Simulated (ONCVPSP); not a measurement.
# cobalt (Co) ONCV: all-electron and pseudo phase curves

ONCVPSP 4.0.1 input, shortened (lines: element, Z, core and valence counts, functional; n l f; lmax; l rc ep ncon nbas qcut; lloc lpopt rc5 dvloc0; l nproj debl; icmod fcfact rcfact), PBE, scalar-relativistic:

```
  Co 27.00    3    5        4      upf
    1    0    2.00
    2    0    2.00
    2    1    6.00
    3    0    2.00
    3    1    6.00
    3    2    7.00
    4    0    1.00
    4    1    1.00
    2
    0    1.15    0.00    4    8   13.00
    1    1.30    0.00    4    7    8.70
    2    0.80    0.00    3    8   13.10
    4    1    0.55    0.00
    0    2    0.90
    1    2    2.80
    2    2    1.00
    3    3.50    1.30
```

The phase is arctan(r·R′/R) of the radial function R(r), unwrapped; energies in Ha, scanned from -5 to 5 Ha. A pole is an energy at which the radial function vanishes at the test radius. The pseudo phase is shifted by a multiple of π to meet the all-electron one at the reference energy, and phase errors are pseudo minus all-electron; the curves can meet again beyond the range given. Levels narrower than the energy grid can be missing from the lists of poles.

```csv
channel,radius (bohr),reference energy (Ha),"poles, all-electron","poles, pseudo",unbroken range about the reference energy with phases within 0.05 rad,phase error 1 Ha above the reference energy (rad)
s,1.16,-0.24,-2.56,-2.56,the whole range,-0.000
p,1.32,-0.08,-1.75,-1.75,the whole range,+0.000
d,0.81,-0.37,4.91,4.91,the whole range,-0.000
```

Phases in the d channel:

| E (Ha) | all-electron | pseudo |
| --- | --- | --- |
| -4.96 | 0.754 | 0.754 |
| -4.48 | 0.661 | 0.661 |
| -4.00 | 0.544 | 0.544 |
| -3.52 | 0.398 | 0.397 |
| -3.04 | 0.217 | 0.217 |
| -2.56 | 0.005 | 0.004 |
| -2.08 | -0.228 | -0.229 |
| -1.60 | -0.459 | -0.459 |
| -1.12 | -0.666 | -0.666 |
| -0.64 | -0.840 | -0.840 |
| -0.16 | -0.981 | -0.981 |
| 0.32 | -1.094 | -1.094 |
| 0.80 | -1.185 | -1.185 |
| 1.28 | -1.260 | -1.260 |
| 1.76 | -1.322 | -1.322 |
| 2.24 | -1.374 | -1.374 |
| 2.72 | -1.419 | -1.419 |
| 3.20 | -1.458 | -1.459 |
| 3.68 | -1.494 | -1.494 |
| 4.16 | -1.526 | -1.526 |
| 4.64 | -1.555 | -1.555 |
